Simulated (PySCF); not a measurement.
Bonds (- single, = double, # triple, : aromatic): F1-C2 1.343 Å, C2=C3 1.318 Å, C3-C4 1.496 Å, C4-O5 1.391 Å, O5-Si6 1.622 Å. C2 carries H7; C3 carries H8; C4 carries H9, H10; Si6 carries H11, H12, H13. Stereochemistry as in F/C=C/CO[SiH3].

How the numbers were obtained: shielding tensors at PBE0/pcSseg-1 (GIAO), structure optimised with GFN2-xTB, in PySCF 2.14 (no relativistic terms, isolated molecule, fast rotation and ring inversion assumed for equivalent nuclei, one computed conformer).

Referencing at the same level of theory: $^{13}$C (186.93 ppm), $^{1}$H (31.72 ppm), $^{29}$Si (349.16 ppm) against TMS; CFCl3 for $^{19}$F (170.95 ppm); $^{17}$O (336.08 ppm) against H2O.

```
      atoms    nucleus  count  δ (ppm)
         H7    $^{1}$H      1     7.15
         C3   $^{13}$C      1    115.4
         F1   $^{19}$F      1        ?
         O5   $^{17}$O      1        ?
        Si6  $^{29}$Si      1    -34.9
     H9/H10    $^{1}$H      2     4.52
H11/H12/H13    $^{1}$H      3        ?
         C2   $^{13}$C      1    160.8
         C4   $^{13}$C      1     65.2
         H8    $^{1}$H      1     5.47
```

Fill in the missing shifts.

Answers


- H11/H12/H13: 4.94 ppm, hydrogen on a silicon bonded to O
- F1: -132.0 ppm, vinylic fluorine
- O5: 5.6 ppm, oxygen bonded to C, Si

Shifts are as computed. Against solution values, carbons near 30 ppm lie about +3 ppm off and those near 130 ppm about +5 ppm. Of 1211 compounds with measured shifts, 218 miss one by over three times the rms of a fit or turn the order of signals round; such compounds aren't used in these exercises. Unscaled 19F shifts against computed CFCl3 carry errors that often reach 10 to 50 ppm. Experimental scales use liquid or dissolved standards, which lie at an offset from isolated H2O (liquid H2O: subtract about 36 ppm).
